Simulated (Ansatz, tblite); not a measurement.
Cost and result up the ladder for TcO3Cl (TcClO3) (5 atoms). The state is a singlet with charge 0. Geometry: r2SCAN-D4/def2-SVP.

```xyz
5

Tc   -0.0704    0.0863    0.0164
O    -0.4594    0.1876    1.6419
O     0.6638    1.5099   -0.4713
O    -1.4656   -0.1562   -0.8770
Cl    1.3317   -1.6275   -0.3100
```

Ansatz on 4 threads of Intel Xeon 6975P-C on a shared host; xTB runs through tblite on one thread. Times are rough, summed over both states, and most runs start from the orbitals of an earlier one. No level here is sound enough to serve as a yardstick. The other state is a doublet.

In the def2 sets Tc takes a core potential; there is no spin–orbit coupling. The xTB rows come from tblite. HOMO above LUMO, or a gap near zero within one spin, warns that the state may not be the lowest or that an electron is smeared out.

Raw xTB energies of ions are shifted by several eV.

```tsv
level	functions	wall time
GFN1-xTB	30	0.008 s
GFN2-xTB	30	0.008 s
PBE-D4/def2-TZVP (with forces)	170	5.1 s
PBE0-D4/def2-TZVP	170	6.5 s
r2SCAN-D4/def2-TZVP	170	8.9 s
```

(1) Estimate what each level gives for the vertical IE (eV).

Answers

(1) 
```
                         level  vertical IE (eV)                                                                              remarks
                      GFN1-xTB             18.53                                                                                    –
                      GFN2-xTB             16.96                                                                                    –
PBE-D4/def2-TZVP (with forces)             11.82                                           gap within one spin near zero (+1 doublet)
             PBE0-D4/def2-TZVP             12.15  restricted SCF unstable in HF (singlet), spin-contaminated (⟨S²⟩ 0.85) (+1 doublet)
           r2SCAN-D4/def2-TZVP             12.03                                              restricted SCF unstable in HF (singlet)
```
